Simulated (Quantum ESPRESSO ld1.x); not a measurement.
The mean radii <r> (bohr) of the occupied orbitals of an atom or ion are listed with their occupations. Calculated with ld1.x of Quantum ESPRESSO 7.5: scalar-relativistic Kohn-Sham, LDA (Slater exchange, Perdew-Wang correlation), spin-polarised, spherical densities, point nucleus.

orbital  occ.      <r>
1s up       1  0.02725
1s down     1  0.02725
2s up       1   0.1173
2s down     1   0.1173
2p up       3   0.1025
2p down     3   0.1025
3s up       1   0.3142
3s down     1   0.3141
3p up       3   0.3120
3p down     3   0.3119
3d up       5   0.2880
3d down     5   0.2879
4s up       1   0.7224
4s down     1   0.7225
4p up       3   0.7632
4p down     3   0.7638
4d up       5   0.8386
4d down     2   0.8409

Name the element and its charge. Open shells, if any, are filled with parallel spins first.

Answer. Z = 53, iodine, charge +10: I10+ in [Kr] 4d7. The 1s radius gives Z: for a bare nucleus <r> = (2 gamma + 1)/(2Z) with gamma = sqrt(1 - (Z/c)^2), 0.02683 bohr for Z = 53, and screening makes it slightly larger (0.02725 here). The occupations add up to 43, and the charge is Z minus that.
